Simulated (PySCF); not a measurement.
These are PBE-D3(BJ)/def2-TZVP // B3LYP-D3(BJ)/def2-TZVP (PySCF) values and carry that method's errors. Gas-phase values, no solvent. One relaxed conformer stands for a flexible species; it need not be the lowest. 

Reference species (SMILES): `C(/NC)=N/[H]` (C–N–C–N torsion 6°) (neutral, multiplicity 1).

```json
{
  "LUMO": "-0.02 eV",
  "HOMO–LUMO gap": "5.47 eV"
}
```

Changed species: `C=C(N)N`.

Problem. What does the change do to the LUMO and HOMO–LUMO gap?

Solution. the LUMO decreases by 0.14 eV, to -0.16 eV; the HOMO–LUMO gap decreases by 1.32 eV, to 4.15 eV.
